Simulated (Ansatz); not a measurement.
System: C₂H₆BBr, net charge 0, singlet state. 
Structure (B3LYP-D3(BJ)/def2-TZVP (Ansatz, a quantum-chemistry and plane-wave program) minimum search):
```xyz
10

B      0.0527    -0.8823     0.2908
C      1.4306    -1.6002     0.1932
C     -1.2428    -1.5454     0.8436
Br    -0.0577     0.9664    -0.3186
H      2.2899    -0.9325     0.2463
H      1.4712    -2.0877    -0.7907
H      1.5355    -2.3970     0.9335
H     -1.2656    -1.3557     1.9257
H     -1.2352    -2.6315     0.7240
H     -2.1663    -1.1362     0.4356
```

Basis-set convergence of Hartree-Fock and CCSD correlation energies (hartree) with Ansatz. Cores are frozen in the correlated levels unless marked. Spin-orbit coupling is left out. The frozen core is the preceding noble-gas configuration, with the filled d and f shells of earlier blocks. No relativistic terms.

```csv
basis,functions,E(HF),"E(corr, CCSD)"
cc-pVDZ,99,-2676.36384,-0.53769
cc-pVTZ,217,[?],[?]
```

Q: What belongs in the gaps?

A: 
- cc-pVTZ, E(HF): -2676.46883
- cc-pVTZ, E(corr, CCSD): -0.66377
